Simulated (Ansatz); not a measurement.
Reaction (redistribution): `C#CC[SiH2][GaH2]` + `CBCC` → `CB[CH2][GaH2]` + `C#CC[SiH2]C`

Program: Ansatz. Geometries: PBE0-D4/def2-TZVP. ΔE: electronic, gas phase. CCSD(T)/CBS is the MP2 limit (def2-TZVPP, def2-QZVPP) plus CCSD(T) − MP2 in def2-TZVPP, frozen cores. Functionals use def2-TZVPP. B3LYP here is the variant with VWN-RPA as its local correlation; programs differ in this. For Ga outer-core shells are correlated without core-valence functions, which leaves a few kJ/mol of doubt a bond. Scalar relativity is left out up to krypton. Each species was taken in one conformer, which may not be the lowest.

`C#CC[SiH2][GaH2]`:

```xyz
12

C     0.651    1.322    1.303
C    -0.373    0.949    0.770
C    -1.462    0.361    0.032
Si   -0.555   -1.024   -0.982
Ga    1.656   -0.481   -0.138
H     1.433    1.781    1.864
H    -2.218   -0.053    0.702
H    -1.937    1.094   -0.623
H    -0.859   -0.802   -2.424
H    -1.166   -2.330   -0.605
H     2.250   -1.305    1.063
H     2.580    0.488   -0.963
```

`CBCC`:

Cartesian coordinates in Å:
```
C -0.044 -1.622 -0.655
B 0.951 -0.492 -0.259
C 0.548 0.900 0.322
C -0.929 1.217 0.508
H 0.013 -2.373 0.148
H 0.263 -2.157 -1.558
H -1.091 -1.324 -0.743
H 2.130 -0.712 -0.372
H 1.028 1.652 -0.325
H 1.095 1.020 1.269
H -1.470 1.170 -0.441
H -1.085 2.217 0.922
H -1.408 0.505 1.185
```

`CB[CH2][GaH2]`:

```xyz
12

C    -1.228   -1.250   -0.275
B    -0.541   -0.244    0.708
C    -0.042    1.136    0.287
Ga    1.819    0.784   -0.348
H    -0.732   -2.228   -0.259
H    -2.245   -1.450    0.086
H    -1.299   -0.909   -1.310
H    -0.344   -0.608    1.841
H     0.074    1.874    1.082
H    -0.528    1.549   -0.603
H     3.032    1.153    0.576
H     2.034    0.191   -1.785
```

`C#CC[SiH2]C`:

```xyz
13

C    -2.509    0.267   -0.804
C    -1.728   -0.230   -0.038
C    -0.739   -0.778    0.861
Si    0.864    0.233    0.798
C     1.533    0.297   -0.942
H    -3.217    0.694   -1.475
H    -0.513   -1.817    0.596
H    -1.113   -0.785    1.890
H     0.573    1.600    1.304
H     1.842   -0.413    1.718
H     1.784   -0.703   -1.302
H     0.788    0.726   -1.616
H     2.435    0.911   -0.990
```

```tsv
level	ΔE (kcal/mol)
B3LYP-D4	-10.2
PBE	-7.5
```

Question: What does CCSD(T)/CBS give? (Estimate.)

Answer: Computed: -10.5 kcal/mol. The listed levels differ from it by 0.3, 3.0 kcal/mol.

Largest T1 diagnostic among the species: 0.013.

In def2-TZVPP, CCSD(T) changes the Hartree–Fock value by +3.8 kcal/mol (the triples alone add +0.7 kcal/mol) and MP2 by +2.1 kcal/mol. The D4 term adds +1.3 kcal/mol with B3LYP and +0.6 kcal/mol with PBE0; it sums over pairs of atoms, weighted by their polarisabilities, and B3LYP, whose exchange is more repulsive, gets the larger term.

CCSD(T)/CBS has its own doubt, a few kJ/mol and more with outer-core shells, so smaller differences from it don't rank the levels.
